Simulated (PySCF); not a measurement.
C₃H₇Si (SMILES C1C[SiH]C1), doublet, at a GFN2-xTB geometry. Base run: PySCF with CCSD(T)/6-31G.

PySCF was given this input:
```python
from pyscf import gto, scf, cc

mol = gto.Mole()
mol.atom = '''
    C     0.07166054   -1.07389880    0.75107332
    C     1.21647703   -0.21911639    0.17752608
    Si   -0.07160241    0.97363099   -0.59501866
    C    -1.14255145   -0.50388412   -0.00456330
    H    -0.03171157   -0.90288341    1.82284416
    H     0.21309311   -2.14337808    0.59131516
    H     1.82583574   -0.77478368   -0.53242339
    H     1.88638902    0.18932069    0.93237250
    H    -0.27982443    2.23653886    0.12751811
    H    -1.99632117   -0.27937673    0.63267274
    H    -1.48854371   -1.17487564   -0.78825468
'''
mol.basis = '6-31g'
mol.spin = 1
mol.verbose = 4
mol.build()

mf = scf.UHF(mol)
mf.kernel()

mycc = cc.CCSD(mf)
mycc.kernel()
et = mycc.ccsd_t()
print('E(CCSD(T)) = %.10f' % (mycc.e_tot + et))
```

Problem. The base was run again with changes. Order these runs by total energy, lowest first: method = ccsd | frozen = 7 | frozen = 9.

Solution. frozen = 7 (ΔE vs base (mEh) 7.436), method = ccsd (ΔE vs base (mEh) 9.332), frozen = 9 (ΔE vs base (mEh) 48.691)

Open shells are given as the SCF converged; they aren't shown to be the lowest states, and a large step between rows can be another state.
